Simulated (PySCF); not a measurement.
**ZnC: a base run and its variants**

Base input, run as `OMP_NUM_THREADS=1 python input.py` with PySCF 2.14:

```python
from pyscf import gto, dft

mol = gto.M(
    atom='Zn 0 0 0; C 0 0 1.995',
    basis='jorge-dzp-dkh',
    charge=0,
    spin=2,
    verbose=4,
)
mf = dft.UKS(mol, xc='r2scan')
mf = mf.sfx2c1e()
mf.kernel()
g = mf.nuc_grad_method()
g.grid_response = True
g.kernel()
mf.dip_moment()
print('orbital energies (hartree):', [e[max(0, n-3):n+3].round(4) for e, n in zip(mf.mo_energy, mol.nelec)])
```

Base result: E(SCF) = -1833.583671 Eh, 14 cycles, ⟨S²⟩ = 2.257, μz(SCF) = -2.76 D, gradient on the second atom 0.0140 Eh/bohr. The bond length is a typed value, not an optimised one. No search for the lowest solution was made.

Hardware: Arm Neoverse V2, 1 thread, shared host. Wall time 8.8 s, peak memory 0.3 GiB.

Each row names what differs from the base; energies in brackets are changes from the base.

| change | result | wall time (s) |
| --- | --- | --- |
| functional: r2scan → m06 | E(SCF) = -1833.611406 Eh, 12 cycles, ⟨S²⟩ = 2.165, μz(SCF) = -2.67 D, gradient on the second atom 0.0072 Eh/bohr | 8.2 |
| second-order solver: off → on | E(SCF) = -1833.583671 Eh (+0.0000 eV), 4 cycles, ⟨S²⟩ = 2.257, μz(SCF) = -2.76 D, gradient on the second atom 0.0140 Eh/bohr | 21 |
| SCF type: UKS → RKS [may be another electronic state] [runs as restricted open-shell] | not converged: SCF after 50 cycles | 21 |
| functional: r2scan → b3pw91 | E(SCF) = -1833.629803 Eh, 14 cycles, ⟨S²⟩ = 2.200, μz(SCF) = -2.95 D, gradient on the second atom 0.0075 Eh/bohr | 5.6 |
| basis set: jorge-dzp-dkh → lanl2dz; core potential: off → on; spin-free X2C: on → off [spin-contaminated] | E(SCF) = -102.838275 Eh, ⟨S²⟩ = 2.350, μz(SCF) = -2.84 D, gradient on the second atom -0.0075 Eh/bohr | 3.9 |
| smearing width (hartree): none → 0.2; step after the SCF: gradient → none [unsound on purpose] [smearing does not keep the typed spin] | E(SCF) = -1832.293351 Eh (+35.1114 eV), μz(SCF) = 1.15 D | 11 |
| basis set: jorge-dzp-dkh → def2-svp; spin-free X2C: on → off [spin-contaminated] | E(SCF) = -1816.951599 Eh, 15 cycles, ⟨S²⟩ = 2.326, μz(SCF) = -3.08 D, gradient on the second atom 0.0076 Eh/bohr | 6.3 |
| functional: r2scan → olyp | E(SCF) = -1834.130916 Eh, 13 cycles, ⟨S²⟩ = 2.112, μz(SCF) = -2.96 D, gradient on the second atom 0.0075 Eh/bohr | 5.1 |
| functional: r2scan → hcth407 | E(SCF) = -1834.518446 Eh, 13 cycles, ⟨S²⟩ = 2.191, μz(SCF) = -2.84 D, gradient on the second atom 0.0076 Eh/bohr | 5.1 |
| spin (2S): 2 → 4 [a high spin state] | E(SCF) = -1833.545122 Eh (+1.0490 eV), 10 cycles, ⟨S²⟩ = 6.007, μz(SCF) = -1.96 D, gradient on the second atom 0.0225 Eh/bohr | 7.2 |
| integration grid: default → 2 | E(SCF) = -1833.583728 Eh (-0.0016 eV), 14 cycles, ⟨S²⟩ = 2.257, μz(SCF) = -2.75 D, gradient on the second atom 0.0140 Eh/bohr | 6.7 |
| functional: r2scan → pbe | E(SCF) = -1833.338671 Eh, 13 cycles, ⟨S²⟩ = 2.058, μz(SCF) = -2.90 D, gradient on the second atom 0.0123 Eh/bohr | 5 |
| DIIS space: default → 2 | not converged: SCF after 50 cycles | 21 |
